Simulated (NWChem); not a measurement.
C3H3F3; SMILES FC(F)C(=C)F

```xyz
9

C     -1.3493    -1.1113    -0.2231
C     -0.0849    -0.7185    -0.1777
F      0.9448    -1.5588    -0.4075
C      0.4196     0.6591     0.1495
F     -0.6269     1.4848     0.4272
F      1.0973     1.1636    -0.9245
H     -2.1412    -0.4016    -0.0230
H     -1.6076    -2.1362    -0.4637
H      1.1057     0.6580     1.0046
```
Atoms are numbered in this order, from 1.

Computed with NWChem. Pople sets run with spherical d functions. Coordinates come from a B3LYP/6-31G* (spherical d) optimisation. Level: B3LYP/6-31G* with SMD (1 M gas to 1 M solution), gas-phase geometry.

For solvent toluene:

```yaml
solvation free energy (kcal/mol): -1.7
cavity-dispersion-structure term (kcal/mol): 0.5
dipole in solution (D): 1.63
```

### Question
How do the values read with solvent water instead?

### Answer
| Quantity | Result |
|---|---|
| solvation free energy (kcal/mol) | 0.8 |
| cavity-dispersion-structure term (kcal/mol) | 4.8 |
| dipole in solution (D) | 1.79 |
